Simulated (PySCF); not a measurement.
C2HCl2, SMILES [C](Cl)=CCl, multiplicity 2. Atoms are numbered in the order given.

```xyz
5

Cl    -0.3306     1.7953     0.0000
C      0.8867     0.6517     0.0000
C      0.9661    -0.6650     0.0000
Cl    -0.4365    -1.7206     0.0000
H      1.9239    -1.1895     0.0000
```
Charge 0, spin multiplicity 2.

Geometry: B3LYP-D3(BJ)/def2-SVP. The isomer is the one that the SMILES or the coordinates give; other isomers of the formula were not compared.

These are PBE0/pcH-1 run with PySCF values and carry that method's errors.

Unrestricted Kohn–Sham, ⟨S²⟩ = 0.765. Hyperfine tensors hold the contact and dipolar terms, without spin-orbit corrections.

Computed hyperfine couplings:
| nucleus | A(iso) (MHz) | A(iso) (G) | dipolar principal values (MHz) |
|---|---|---|---|
| 35Cl no. 1 | 25.2 | 9.0 | -37.1, -23.4, 60.5 |
| 13C no. 2 | 478.5 | 170.7 | -75.7, -45.8, 121.6 |
| 13C no. 3 | 95.9 | 34.2 | -22.1, 2.5, 19.6 |
| 35Cl no. 4 | 12.1 | 4.3 | -22.5, -16.1, 38.6 |
| 1H no. 5 | 36.6 | 13.1 | -6.0, -5.4, 11.4 |

Question: And the g tensor (effective nuclear charges for spin-orbit coupling, GIAO)? (Estimate from the structure and the level; the computed values follow.)

Answer: principal values 1.9995, 2.0019, 2.0094; isotropic 2.0036.
